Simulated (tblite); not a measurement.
Species: C5H6F3O2 (doublet state).
Z-matrix (Å and degrees, GFN2-xTB geometry), rows numbered from 1:
```
C 
C   1  1.4967
O   2  1.1946  1  126.99
O   2  1.3626  1  110.14  3   178.57
C   4  1.4045  2  117.20  1  -179.99
F   5  1.3699  4  108.64  2   -96.19
C   5  1.4700  4  110.87  2   142.40
C   7  1.4759  5  120.27  4   -40.93
F   8  1.3609  7  112.19  5   -34.08
F   8  1.3544  7  111.39  5  -153.57
H   1  1.0853  2  109.71  3    13.54
H   1  1.0861  2  109.93  3   135.68
H   1  1.0884  2  108.52  3  -105.97
H   5  1.1146  4  107.94  2    17.71
H   7  1.0730  5  120.17  4   136.45
H   8  1.1116  7  113.35  5    86.12
```

Computed geometry: GFN2-xTB, gas phase. This method treats the open shell by occupation alone, without spin polarisation.

Take the most abundant isotopes and a rigid rotor. The values belong to one conformer with, in the numbering `[CH3:1][C:2](=[O:3])[O:4][C@H:5]([F:6])[CH:7][CH:8]([F:9])[F:10]`, C1–C2–O4–C5 180°, C2–O4–C5–F6 -96°, O4–C5–C7–C8 -41°, C5–C7–C8–F9 -34°.

**Question.** Give the principal moments of inertia and the rotational constants in GHz.

**Answer.** Ia = 256.88, Ib = 609.99, Ic = 762.50 u·Å²; 505379 MHz·u·Å²/I gives 1967, 828.5 and 662.8 MHz, that is A = 1.9674, B = 0.8285, C = 0.6628 GHz.

**Question.** What kind of rotor is it?

**Answer.** An asymmetric top; Ray's κ = -0.746.

**Question.** What does the inertial defect say?

**Answer.** Not planar: Δ = Ic − Ia − Ib = -104.37 u·Å². For a rigid frame Δ = −2 Σ m c², so Σ m c² = 52.18 u·Å² lies off the ab plane: 8.15 from hydrogen and 44.04 from heavier atoms. The atom farthest from that plane is 1.85 Å away.

**Question.** Give the other two planar moments, Paa and Pbb, and the rms extents of the mass along the axes.

**Answer.** Paa = Σ m a² = (Ib + Ic − Ia)/2 = 557.81 and Pbb = Σ m b² = (Ia + Ic − Ib)/2 = 204.69 u·Å². With the mass M = 155.03 u, the rms extents √(P/M) along a, b and c are 1.90, 1.15, 0.58 Å.

**Question.** Give the coordinates in the principal-axis frame, origin at the centre of mass.

**Answer.** The sense of each axis is arbitrary; atoms in the order of the calculation.
```tsv
atom	mass (u)	a (Å)	b (Å)	c (Å)
C1	12.000	2.646	-1.447	0.875
C2	12.000	1.965	-0.493	-0.056
O3	15.995	2.253	-0.270	-1.194
O4	15.995	0.909	0.099	0.569
C5	12.000	0.161	1.027	-0.174
F6	18.998	0.617	2.286	0.113
C7	12.000	-1.271	0.918	0.141
C8	12.000	-1.896	-0.408	0.314
F9	18.998	-1.344	-1.347	-0.503
F10	18.998	-3.219	-0.372	0.027
H11	1.008	3.599	-1.751	0.454
H12	1.008	2.783	-0.982	1.847
H13	1.008	2.010	-2.321	0.999
H14	1.008	0.389	0.866	-1.253
H15	1.008	-1.860	1.803	0.288
H16	1.008	-1.805	-0.807	1.348
```

**Question.** List the rotational levels J(Ka,Kc) to J = 5 (MHz).

**Answer.** Above 0(0,0):
J = 1: 1(0,1) 1491, 1(1,1) 2630, 1(1,0) 2796
J = 2: 2(0,2) 4457, 2(1,2) 5447, 2(1,1) 5944, 2(2,1) 9361, 2(2,0) 9378
J = 3: 3(0,3) 8865, 3(1,3) 9662, 3(1,2) 10656, 3(2,2) 13835, 3(2,1) 13918, 3(3,1) 19954, 3(3,0) 19955
J = 4: 4(0,4) 14672, 4(1,4) 15266, 4(1,3) 16915, 4(2,3) 19787, 4(2,2) 20028, 4(3,2) 25949, 4(3,1) 25957, 4(4,1) 34474, 4(4,0) 34474
J = 5: 5(0,5) 21834, 5(1,5) 22245, 5(1,4) 24701, 5(2,4) 27206, 5(2,3) 27741, 5(3,3) 33453, 5(3,2) 33483, 5(4,2) 41968, 5(4,1) 41969, 5(5,1) 52929, 5(5,0) 52929
Those of J = 1 are B + C, A + C and A + B.

**Question.** Estimate the classical rotational partition function at 200 K, 298.15 K and 500 K.

**Answer.** Point group C1, symmetry number σ = 1; q = (√π/σ)·√((kT/h)³/(ABC)), k/h = 20836.6 MHz/K: 459000 at 200 K, 835000 at 298.15 K, 1810000 at 500 K.

For this open shell read J as N, the rotation without spin; fine and hyperfine splittings come on top. Its GFN2-xTB frequencies are all real (lowest 20 cm⁻¹). Zero-point vibration and centrifugal distortion are left out.
